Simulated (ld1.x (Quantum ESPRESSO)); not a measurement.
**Br, PAW: configuration errors across variants**

bromine, PAW, made with ld1.x (Quantum ESPRESSO) 7.5 (PBE, scalar-relativistic). Core [Ar] 3d10, reference 4s2 4p3 (charge +2). Waves: 4s (bound): rcut 1.35, rcutus 1.45 bohr; 4s channel at -0.9 Ry: rcut 1.35, rcutus 1.45 bohr; 4p (bound): rcut 1.00, rcutus 1.40 bohr; 4p channel at -1.65 Ry: rcut 1.00, rcutus 1.40 bohr. Local part: all-electron potential smoothed inside 1.10 bohr (lloc = -1). Core correction: Bessel-smoothed model core inside 1.15 bohr. Augmentation charge: PSQ, inside the norm-conserving radii.

All-electron excitation energies from the reference (eV): (1) 4s2 4p5 -35.314; (2) 4s2 4p4 -22.760; (3) 4s2 4p2 33.982; (4) 4s2 4p5.3 -37.278; (5) 4s2 4p4.5 -30.240; (6) 4s2 4p1 80.007; (7) 4s1 4p5 -9.756.

2 further variants failed, have other tests or another functional or relativity, and are left out.

A true bound ghost makes a file unfit for plane-wave use even where its test errors are small: the radial tests pick states by their node count and pass the ghost by.

Errors AE − PS in meV (a dash: test not solved or not reliable):

| change | (1) | (2) | (3) | (4) | (5) | (6) | (7) | bound ghosts |
| --- | --- | --- | --- | --- | --- | --- | --- | --- |
| base | -9.3 | -2.7 | -21 | -10 | -6.3 | -101 | +2.7 | d |
| all radii but the core radius scaled by about 1.42 (s 2.06, p 1.98 bohr, rcut 1.92/1.42); local potential all-electron potential smoothed inside 1.56 bohr (lloc = -1) | -9.0 | -2.5 | -21 | -10 | -6.0 | – | – | d |
| waves 4s (bound): rcut 1.35, rcutus 1.54 bohr; 4s channel at -0.9 Ry: rcut 1.35, rcutus 1.54 bohr | -8.7 | -2.4 | -20 | -9.9 | -5.8 | -92 | +3.0 | d |
| local potential all-electron potential smoothed inside 1.12 bohr (lloc = -1) | -9.4 | -2.7 | -22 | -11 | -6.3 | -104 | +2.5 | d |
| local potential all-electron potential smoothed inside 1.20 bohr (lloc = -1) | -9.5 | -2.8 | -22 | -11 | -6.5 | -106 | +2.4 | d |
| waves 4p (bound): rcut 1.00, rcutus 1.78 bohr; 4p channel at -1.65 Ry: rcut 1.00, rcutus 1.78 bohr | -8.7 | -2.4 | -21 | -10.0 | -5.9 | -100 | +2.5 | d |
| wave 4p channel at -1.65 Ry: rcut 1.00, rcutus 1.40 bohr becomes 4p channel at -1.69 Ry: rcut 1.00, rcutus 1.40 bohr | -9.1 | -2.7 | -21 | -10 | -6.2 | -101 | +2.7 | d |
| local potential all-electron potential smoothed inside 1.54 bohr (lloc = -1) | -9.6 | -2.9 | -22 | -11 | -6.5 | -107 | +2.3 | d |
| type TM; waves now 4p (bound): rc 1.40 bohr; 4s (bound): rc 1.45 bohr; local potential the s channel | -10 | -1.8 | -14 | -13 | -5.7 | -51 | -0.1 | p |

Task: Give the same row for: core correction Bessel-smoothed model core inside 0.54 bohr.

Result: -9.1, -2.6, -21, -10, -6.1, -99, +2.8; bound ghosts: d.
